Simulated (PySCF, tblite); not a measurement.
Calculations on `C#C[C@H]1[GaH2-][N+]#CC1`, in the order of a workflow; each names the level of the geometry that it ran on. Settings lines and outputs come from a driver script.

Compound: C₅H₆GaN.
Numbering: `[CH:1]#[C:2][C@@H:3]1[CH2:4][C:5]#[N+:6][GaH2-:7]1` (hydrogens: H8 on C1; H9 on C3; H10, H11 on C4; H12, H13 on Ga7)

Step 1: GFN2-xTB geometry optimisation, gas phase (tblite 0.8.0) (from a force-field or distance-geometry start)
```json
{"job": {"kind": "relax", "xc": "GFN2-xTB", "basis": "xTB"}, "charge": 0, "multiplicity": 1}
```
```
step      E/eV     max force
  0    -482.22139    4.454
  1    -482.10729    7.750
  2    -482.54429    2.286
...
101    -482.80397    0.013
102    -482.80399    0.011
103    -482.80401    0.011
104    -482.80404    0.010
105    -482.80406    0.009
```

Energy lowered by 13.4 kcal/mol over 105 steps; largest atomic force 0.009 eV/Å at the end. «max force» is the largest atomic force in eV/Å.

Hardware: an Arm Neoverse N1 with one thread, on a shared host. Cost: 1.0 s wall.

Step 2: GFN2-xTB harmonic vibrations, gas phase (tblite 0.8.0) (on the GFN2-xTB geometry)
```json
{"job": {"kind": "ir", "xc": "GFN2-xTB", "basis": "xTB"}, "charge": 0, "multiplicity": 1}
```
```
(table of modes left out)
```

33 modes from 51 to 3389 cm⁻¹ (unscaled, harmonic); zero-point energy 51.4 kcal/mol; all wavenumbers are real at this level.

Hardware: an Arm Neoverse N1 with one thread, no GPU (shared host). Cost: 0.63 s.

Step 3: TDDFT CAM-B3LYP/def2-SVPD, vertical, gas phase, core orbitals frozen in the response (PySCF 2.14.0, density-fitted response routines) (on the GFN2-xTB geometry)
```json
{"job": {"kind": "uv", "xc": "CAM-B3LYP", "basis": "def2-SVPD", "nstates": 8, "ntriplets": 3}, "charge": 0, "multiplicity": 1}
```
```
...
Static polarisability (au): isotropic 87.202, principal 71.692 86.202 103.711
Singlet excitations
state   eV       nm        f      main configurations
  1   5.0999    243.1   0.00116   H->L 0.90
  2   5.9407    208.7   0.00917   H->L+1 0.63, H->L+2 0.14
  3   6.0926    203.5   0.00303   H-2->L 0.57, H->L+2 0.18
  4   6.1370    202.0   0.00892   H-2->L 0.31, H->L+2 0.23, H-1->L 0.14
  5   6.4692    191.7   0.01666   H-1->L 0.42, H->L+2 0.19, H->L+3 0.09
  6   6.5412    189.5   0.00876   H->L+5 0.20, H->L+1 0.19, H->L+2 0.13
  7   6.7636    183.3   0.06858   H->L+3 0.61, H-1->L 0.15
  8   6.8390    181.3   0.00523   H-1->L+2 0.39, H-1->L+9 0.15, H-1->L+1 0.11
Triplet excitations (Tamm-Dancoff, eV): 4.8439 5.2197 5.5934
```

HOMO -8.30 eV, LUMO -0.08 eV; lowest singlet 5.10 eV; lowest triplet 4.84 eV (Tamm–Dancoff); mean polarisability 87.2 au.

Time: 1.8 min (grids of density and orbitals included); peak memory 0.94 GiB. Hardware: one thread, Arm Neoverse N1 (aarch64), on a shared host.

Geometry of the electronic-property runs (GFN2-xTB):
```
atom  x, y, z in Å
C1    -2.957    1.187    1.564
C2    -1.818    1.041    1.214
C3    -0.455    0.781    0.814
C4    -0.441    0.102   -0.601
C5    -0.387   -1.253   -0.169
N6    -0.288   -2.214    0.471
Ga7    0.145   -0.767    2.129
H8    -3.951    1.365    1.849
H9     0.095    1.727    0.766
H10   -1.325    0.330   -1.200
H11    0.461    0.357   -1.162
H12   -0.896   -1.233    3.167
H13    1.655   -1.105    2.311
```

 (This holds for the electronic-property runs.)

One conformer stands for the species.
